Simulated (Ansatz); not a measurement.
Cost and result for the atomization energy of C2H6O2SSi (`C=C[Si](O)(O)S`) (12 atoms, 11 bonds).

```xyz
12

C    -1.1732   -1.7565    0.3278
C    -1.0939   -0.4970   -0.0947
Si    0.4507    0.5086   -0.0066
O     1.5809   -0.4999    0.6178
O     0.8450    1.1286   -1.4769
S     0.2913    2.2410    1.2323
H    -0.3139   -2.2631    0.7560
H    -2.0951   -2.3283    0.2672
H    -1.9859   -0.0292   -0.5084
H     2.3935   -0.0942    0.9249
H     0.8098    0.5183   -2.2165
H     0.2908    3.0717    0.1772
```

Charge 0, multiplicity 1. Geometry: relaxed with PBE0-D4/def2-TZVP. It is one conformer, not always the lowest. Program: Ansatz. All runs use 2 threads of an AMD EPYC 7R13 on a shared host and a share of an NVIDIA H100 80 GB. Times are those of one run each, without the atoms' runs, and a repeat can differ threefold. Electronic energies, without spin–orbit coupling; frozen cores. CCSD(T)/CBS adds CCSD(T) − MP2 in def2-TZVPP to the MP2 limit, and its time is that of the two runs behind it. T1 = 0.012. B3LYP takes the VWN-RPA correlation (the form of Gaussian; ORCA's B3LYP/G).

CCSD(T)/CBS is a level of theory with its own doubt, some kJ/mol a heavy atom from the limit and from the frozen cores, so smaller differences don't rank the functionals.

```
                             level  functions  wall time  atomization (kJ/mol)  difference from CCSD(T)/CBS  per bond
                PBE0-D4/def2-TZVPP        292      1.5 s                4771.9                        -27.0      -2.5
   PBE-D4/def2-TZVPP (with forces)        292        2 s                4870.0                         71.1       6.5
 B3LYP-D4/def2-TZVPP (with forces)        292      2.2 s                4765.0                        -33.9      -3.1
r2SCAN-D4/def2-TZVPP (with forces)        292      2.2 s                4798.1                         -0.8      -0.1
                ωB97X-V/def2-TZVPP        292      2.3 s                4791.5                         -7.4      -0.7
                 B2PLYP/def2-TZVPP        292      2.5 s                4723.3                        -75.6      -6.9
  ωB97M-V/def2-TZVPP (with forces)        292        3 s                4805.6                          6.7       0.6
                    MP2/def2-QZVPP        548      3.2 s                4851.2                         52.3       4.8
                CCSD(T)/def2-TZVPP        292      3.4 s                4656.5                       -142.4     -12.9
                 CCSD(T)/CBS(def2)          –      6.7 s                4798.9                          0.0       0.0
```

From PBE to PBE0 (25 % exact exchange), in def2-TZVPP and without D4, the atomization energy moves by −93.5 kJ/mol: exact exchange takes away binding that semilocal exchange gives to molecules. In def2-TZVPP, CCSD(T) changes the Hartree–Fock value by +1219.5 kJ/mol (the triples alone add +80.0 kJ/mol) and MP2 by +1329.7 kJ/mol; breaking electron pairs costs correlation energy, which Hartree–Fock lacks. The D4 term adds +49.9 kJ/mol with B3LYP and +26.3 kJ/mol with PBE0; it sums over pairs of atoms, weighted by their polarisabilities, and B3LYP, whose exchange is more repulsive, gets the larger term.
